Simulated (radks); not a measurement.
Values are calculated unless marked as measured or tabulated.
Effect of the nuclear size on neutral cerium, [Xe] 4f1 5d1 6s2. Level of theory: Dirac Kohn-Sham, BLYP, spin-unpolarised, spherical densities, finite nucleus; open shells fill j = l - 1/2 first; Fermi nuclear charge, rms radius 4.8771 fm (a radial shooting solver on a logarithmic mesh with Libxc functionals). The rms radius is varied about that value; shifts are against it.

| rms radius (fm) | total energy shift (eV) | density at nucleus (e/bohr^3) | 1s1/2 shift (meV) | 2s1/2 shift (meV) | 5s1/2 shift (meV) | 5p1/2 shift (meV) | 6s1/2 shift (meV) | 5d3/2 shift (meV) | 6p1/2 (empty) shift (meV) |
|---|---|---|---|---|---|---|---|---|---|
| 4.2723 | -2.44 | 3.938e+05 | -1010 | -124 | -0.890 | 0.159 | -0.055 | 0.099 | 0.037 |
| 4.4089 | -1.91 | 3.912e+05 | -792 | -96.9 | -0.697 | 0.125 | -0.043 | 0.077 | 0.029 |
| 4.8771 | 0 | 3.831e+05 | 0.000 | 0.000 | 0.000 | 0.000 | 0.000 | 0.000 | 0.000 |
| 5.0576 | 0.776 | 3.802e+05 | 322 | 39.4 | 0.284 | -0.051 | 0.018 | -0.032 | -0.012 |
| 5.9403 | 4.89 | 3.677e+05 | 2030 | 248 | 1.79 | -0.319 | 0.111 | -0.199 | -0.075 |

Slopes of the eigenvalues against <r^2> in GHz/fm^2, as finite differences over the two radii next to the reference (eigenvalue slopes, not the field-shift constants of lines): 1s1/2 43900, 2s1/2 5360, 5s1/2 38.6, 5p1/2 -6.90, 6s1/2 2.40, 5d3/2 -4.29, 6p1/2 (empty) -1.61.
